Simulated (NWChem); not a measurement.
System: C₂H₄F₂Si; SMILES FC(F)=C[SiH3]

The following NWChem deck was run.

```
start job
memory heap 200 mb stack 900 mb global 1100 mb
geometry units angstroms noautoz
  F      1.107667    -1.041391    -0.710253
  C     -0.094555    -0.960806    -0.155635
  F     -0.604642    -2.178597    -0.030547
  C     -0.703292     0.173433     0.221463
  Si     0.011856     1.891738     0.047029
  H     -1.702085     0.033399     0.664026
  H      1.373993     1.824979    -0.579850
  H     -0.889394     2.742550    -0.807396
  H      0.115968     2.548060     1.397801
end
basis spherical
  * library 6-31g*
end
dft
  xc xcamb88 1.00 lyp 1.0 hfexch 1.00
  cam 0.33 cam_alpha 0.0 cam_beta 1.0
  iterations 150
  mulliken
end
task dft energy
```

All runs use the structure optimised with PBE-D3(BJ)/def2-SVP.

### Question
What results follow from this input? (LC-BLYP (range parameter 0.33 per bohr)/6-31G* (spherical d).) Quantities: energy (Ha); highest occupied level (eV); orbital gap (eV); dipole (D).

### Answer
```
Property                       Value
---------------------------  -------
energy (Ha)                  -567.00
highest occupied level (eV)    -9.65
orbital gap (eV)               11.95
dipole (D)                      0.65
```
